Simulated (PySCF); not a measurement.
## Nb²⁺ (niobium, charge +2) across methods

[Kr] 4d3, high-spin 4F determinant. All numbers are calculated (PySCF 2.14, the spin-free X2C one-electron Hamiltonian (Gaussian nucleus), in ANO-RCC-VTZP (7s6p4d2f1g, 68 functions)).

```
method  E (hartree)  mean ε 4p α (eV)  mean ε 4p β (eV)  mean ε 4d α (eV)  Σ⟨r²⟩ (bohr²)   ⟨S²⟩
 M06-L     -3818.36           -53.491           -51.092           -20.137          30.66  3.751
M06-2X     -3818.72           -58.001           -55.234           -22.874          30.99  3.751
   PBE     -3818.07           -52.627           -50.686           -20.248          31.09  3.751
   UHF  -3816.42694           -63.355           -58.338           -25.418          30.96  3.755
  PBE0     -3818.15           -55.576           -52.936           -21.717          30.96  3.752
   LDA     -3813.83           -52.748           -50.963           -20.217          31.17  3.750
 B3LYP     -3818.51           -54.908           -52.560           -21.335          31.07  3.751
r2SCAN     -3818.46           -53.646           -51.323           -20.546          30.91  3.752
```
